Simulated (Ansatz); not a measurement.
A trace of molecular dynamics of C₂H₁₀BNOSi (16 atoms, charge 0, multiplicity 1).

Computed with Ansatz, RKS r2SCAN/STO-3G.

```
ensemble                      : NVE (velocity Verlet)
starting velocities drawn for : 300 K
seed                          : 797028
```

| time (fs) | T (K) | potential energy less start (eV) | conserved less start (meV/atom) |
| --- | --- | --- | --- |
| 0 | 300 | 0.000 | 0.00 |
| 6 | 253 | 1.048 | 60.15 |
| 12 | 1698 | 5.924 | 528.32 |
| 18 | 56827 | 13.648 | 7246.41 |
| 24 | 389626 | 44.708 | 46828.06 |
| 30 | 1432020 | 23.970 | 163429.23 |
| 36 | 1428566 | 29.618 | 163391.60 |
| 42 | 1427815 | 31.058 | 163396.63 |
| 48 | 1427662 | 32.158 | 163448.03 |
| 54 | 1450855 | 39.963 | 166559.15 |
| 60 | 1537895 | 38.299 | 176299.55 |
| 66 | 1536906 | 39.884 | 176286.77 |
| 72 | 1535741 | 42.115 | 176294.35 |
| 78 | 1535248 | 43.044 | 176296.72 |
| 84 | 1536306 | 41.060 | 176292.36 |
| 90 | 1539303 | 35.472 | 176282.07 |
| 96 | 1539587 | 34.905 | 176278.72 |
| 102 | 1536524 | 40.956 | 176310.51 |
| 108 | 1534183 | 45.093 | 176304.34 |
| 114 | 1533939 | 45.516 | 176303.10 |
| 120 | 1535773 | 42.375 | 176314.30 |

Question: Is this trajectory sound?

Answer: The conserved energy changed by up to 180000 meV per atom, so the integration failed: the time step of 3 fs is too long for the fastest motions that this run met, and the later frames carry no physical meaning.

Time of the run: 7 min on 1 thread of Intel(R) Xeon(R) Platinum 8259CL CPU @ 2.50GHz (Skylake/Cascade Lake), on a shared host, peak memory 0.14 GiB.
